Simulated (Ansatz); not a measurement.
Isolated molecules relaxed with PBE0-D4/def2-TZVP in Ansatz; ΔE leaves out vibrations. CBS: MP2 limit from def2 TZ/QZ plus the TZ coupled-cluster correction, frozen cores. def2 core potentials past Kr. For Sn outer-core shells are correlated without core-valence functions, which leaves a few kJ/mol of doubt a bond.

Reaction (ligand exchange at the Sn–C bond): `[SnH3][CH2][SnH3]` + `[SiH3]S` → `[SiH3][S][SnH3]` + `[CH3][SnH3]`

```tsv
species	CCSD(T)/CBS(def2) energy (Eh)
`[SnH3][CH2][SnH3]`	-470.86997
`[SiH3]S`	-689.27336
`[SiH3][S][SnH3]`	-904.51038
`[CH3][SnH3]`	-255.66383
```

Problem. Work out ΔE.

Solution. ΔE = (-904.51038) + (-255.66383) − (-470.86997) − (-689.27336) = -0.03088 Eh = -81.1 kJ/mol.

Largest T1 diagnostic among the species: 0.013.

Leaving LDA and LC-ωPBE aside and taking each functional with its dispersion term where it has one, the values, not all of them listed here, spread over 6.6 kJ/mol, from B97M-V to ωB97X-V. LDA lies +4.1 kJ/mol from PBE without D4. In def2-TZVPP, CCSD(T) changes the Hartree–Fock value by +14.3 kJ/mol (the triples alone add +0.5 kJ/mol) and MP2 by +12.3 kJ/mol.
